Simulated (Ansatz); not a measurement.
The molecule HCl-, multiplicity 2 (lowest of 2S+1 = 2, 4 at CCSD(T)/def2-TZVPP on PBE0 minima; our sources give no spin for the ground state, which may be another).

Constants: fifth-degree fit in 1/R to seven points, most abundant isotopes. Runs in def2 and cc sets follow the lowest solution found near the PBE0 minimum.

Cores are frozen in the correlated methods.

Programs: Ansatz (an electronic-structure program) with Gaussian orbitals. Each number belongs to the level named beside it.

Energies at B2PLYP/def2-TZVPP:

```
R (Å)       E (hartree)
--------  -------------
1.965368  -460.64792576
2.018200  -460.64849045
2.066806  -460.64882213
2.121752  -460.64901525
2.176698  -460.64904870
2.240097  -460.64892832
2.314062  -460.64862266
```

Question: With a reduced mass of 0.9796 u, find the minimum, the force constant and the constants.

Answer: A fifth-degree polynomial in 1/R puts the minimum at r_e = 2.1618 Å with force constant 19.7 N/m. Then ω_e = (1/2πc)√(k/μ) = 585 cm⁻¹ and B_e = h/(8π²cμr_e²) = 3.682 cm⁻¹; the cubic and quartic terms give α_e = 0.25 and ω_e x_e = 32 cm⁻¹.
